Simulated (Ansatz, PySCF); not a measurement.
Torsion H4–N1–Si2–Cl3 in ClH2NSi (SMILES N[Si]Cl); at each angle all else is relaxed with GFN2-xTB, and the levels are single points there.
Geometry at 0° (charge 0, multiplicity 1):
```xyz
5

N     -0.66168    -0.01396     0.05816
Si     0.75109    -0.91023     0.39174
Cl     1.88327     0.62180     1.24548
H     -0.77663     0.96919     0.26825
H     -1.47879    -0.41209    -0.37280
```
Energies count from the point at 0°.

Cores are frozen in the correlated methods. CBS(a, b) extrapolates the correlation energy as X⁻³ and adds the Hartree–Fock energy of set b. Rows in 3-21G carry no dispersion term and start afresh at each structure.

Codes used: Ansatz (Gaussian basis) for Hartree–Fock, density functionals and correlated methods; PySCF for 3-21G rows. Values without a source in brackets are computed.

Energies in meV.

| dihedral (°) | r2SCAN/def2-TZVPP | B3LYP/3-21G | MP2/cc-pV(D+d)Z | CCSD(T)/cc-pV(Q+d)Z | CCSD(T)/CBS(cc-pV(T+d)Z, cc-pV(Q+d)Z) |
|---|---|---|---|---|---|
| 0 | 0.0 | 0.0 | 0.0 | 0.0 | 0.0 |
| 30 | 86.0 | 122.8 | 89.0 | 83.5 | 84.1 |
| 60 | 343.3 | 453.9 | 362.7 | 335.1 | 336.3 |
| 90 | 652.6 | 782.8 | 678.2 | 629.2 | 628.8 |
| 120 | 341.0 | 411.6 | 356.2 | 335.1 | 335.4 |
| 150 | 88.6 | 111.8 | 91.9 | 87.9 | 88.1 |
| 180 | 0.0 | 0.1 | 0.0 | 0.0 | 0.0 |
| 210 | 88.6 | 111.8 | 91.9 | 87.9 | 88.1 |
| 240 | 340.9 | 411.4 | 356.1 | 335.0 | 335.3 |
| 270 | 652.6 | 782.6 | 678.2 | 629.2 | 628.8 |
| 300 | 343.3 | 453.9 | 362.7 | 335.1 | 336.3 |
| 330 | 86.0 | 122.7 | 89.0 | 83.5 | 84.1 |

Ansatz is a program for electronic structure.
